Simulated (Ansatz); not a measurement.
C4H10MgO, singlet, geometry from GFN2-xTB (such geometries of metal compounds can be far from the true shape), atoms displaced at random by about 0.08 Å a coordinate; PBE0/STO-3G, gradient (Ansatz, a first-principles code).

Here is a job for Ansatz.
Ansatz 0.2 input:
```yaml
crystal:
  periodic: [false, false, false]
  atoms:
    - {symbol: Mg, position_ang: [0.07461649, -1.28385539, -0.63879544]}
    - {symbol: C, position_ang: [0.13754392, 0.70675838, 0.01479331]}
    - {symbol: C, position_ang: [-1.24793058, 1.03357611, 0.30234498]}
    - {symbol: C, position_ang: [0.94213937, 0.95025061, 1.30311318]}
    - {symbol: C, position_ang: [0.61575541, 1.58071063, -1.00049990]}
    - {symbol: H, position_ang: [-1.26345706, 2.05096796, 0.82540085]}
    - {symbol: H, position_ang: [-1.67781713, 0.49059286, 1.26229100]}
    - {symbol: H, position_ang: [-2.13934033, 0.90359447, -0.50567435]}
    - {symbol: H, position_ang: [0.76872118, 0.19090429, 2.05888828]}
    - {symbol: H, position_ang: [2.06768574, 0.70301629, 0.86322456]}
    - {symbol: H, position_ang: [0.85194904, 1.71438253, 1.63473066]}
    - {symbol: H, position_ang: [1.66419309, 1.41189794, -1.41324181]}
    - {symbol: H, position_ang: [-0.20872441, 1.62366961, -1.95592159]}
    - {symbol: H, position_ang: [0.68081770, 2.51440353, -0.88805282]}
    - {symbol: O, position_ang: [-0.42021748, -2.62824118, 0.27779662]}
    - {symbol: H, position_ang: [-0.61942796, -3.30835804, 0.66870447]}
basis:
  gaussian:
    orbitals: STO-3G
hamiltonian:
  xc: pbe0
output: {forces: true}
```

The log (banner, timings and long lists left out):

```
Functional definition: PBE0
582 factors; integrals over basis functions are off by at most 1.3e-4 eV
mean field evaluation 1: about -11634.9688 eV, gradient 2.9e1 eV
mean field evaluation 2: about -11625.9740 eV, gradient 6.6e1 eV
mean field evaluation 4: about -11637.7311 eV, gradient 3.2e0 eV
mean field evaluation 8: about -11637.9729 eV, gradient 1.4e-1 eV
mean field evaluation 16: about -11637.9730 eV, gradient 2.6e-5 eV
mean field -11637.97298032 eV, -427.6876185253 hartree, gradient 2.6e-5 eV, S^2 0.000000; 0 other end points of the search recorded, 0 dependent functions left out
the calculation of the forces begins
reference -11637.97300250 eV, -427.6876193403 hartree; 27, 27 occupied and 17, 17 virtual orbitals, 582 factors
Total energy: -11637.97300250 eV, -427.6876193403 hartree
Atom 0 at     0.074616    -1.283855    -0.638795 Å, force    -0.508697     0.019345     2.478047 eV/Å
Atom 1 at     0.137544     0.706758     0.014793 Å, force     0.592714    -4.911739     1.049079 eV/Å
Atom 2 at    -1.247931     1.033576     0.302345 Å, force    -7.102041     0.935722     3.957646 eV/Å
Atom 3 at     0.942139     0.950251     1.303113 Å, force     6.872657   -22.698245   -11.051573 eV/Å
Atom 4 at     0.615755     1.580711    -1.000500 Å, force    -0.319529    -5.302392    -9.882570 eV/Å
Atom 5 at    -1.263457     2.050968     0.825401 Å, force    -0.588832    -0.321756    -1.841903 eV/Å
Atom 6 at    -1.677817     0.490593     1.262291 Å, force     1.121346     0.039420    -2.423234 eV/Å
Atom 7 at    -2.139340     0.903594    -0.505674 Å, force     2.928406     0.757810     1.855069 eV/Å
Atom 8 at     0.768721     0.190904     2.058888 Å, force    -0.274072    -0.258196     0.339273 eV/Å
Atom 9 at     2.067686     0.703016     0.863225 Å, force    -3.145088     1.504954     2.367300 eV/Å
Atom 10 at     0.851949     1.714383     1.634731 Å, force    -2.033506    20.853871     8.626967 eV/Å
Atom 11 at     1.664193     1.411898    -1.413242 Å, force    -1.376202    -0.857950     0.207144 eV/Å
Atom 12 at    -0.208724     1.623670    -1.955922 Å, force     3.152353    -0.824511     2.755269 eV/Å
Atom 13 at     0.680818     2.514404    -0.888053 Å, force     0.136537     9.944664     2.857460 eV/Å
Atom 14 at    -0.420217    -2.628241     0.277797 Å, force     4.924339    16.743391    -9.715033 eV/Å
Atom 15 at    -0.619428    -3.308358     0.668704 Å, force    -4.380383   -15.624388     8.421059 eV/Å
Dipole moment:     0.165296    -0.503714    -0.610143 e Å
```
